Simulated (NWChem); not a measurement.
Molecule: AlH2SOCl; SMILES [OH][Al]([SH])[Cl]

```xyz
6

Al     0.4096    -0.0597     0.0000
Cl    -0.4637     1.8455     0.0000
O      2.0865    -0.2809     0.0000
H      2.7579     0.4031     0.0000
S     -0.8526    -1.8185     0.0000
H      0.2218    -2.6411     0.0000
```
Atoms are numbered in this order, from 1.

All runs use the structure optimised with PBE0/def2-SVP.

 Unshifted, non-relativistic core excitations; the lowest 4 roots alone, so stronger bands may lie above.

### Question
List the first Al K-edge excitations from PBE0/6-311G** (spherical d), restricted-window TDA (NWChem).

### Answer
```csv
state,energy (eV),dipole oscillator strength,leading excitation (squared amplitude)
S1,1526.1,0.0001,1s of atom 1 or its equivalents → LUMO (0.97)
S2,1526.3,0.0062,1s of atom 1 or its equivalents → LUMO+1 (0.96)
S3,1528.1,0.0010,1s of atom 1 or its equivalents → LUMO+2 (0.93)
S4,1528.8,0.0010,1s of atom 1 or its equivalents → LUMO+3 (0.92)
```
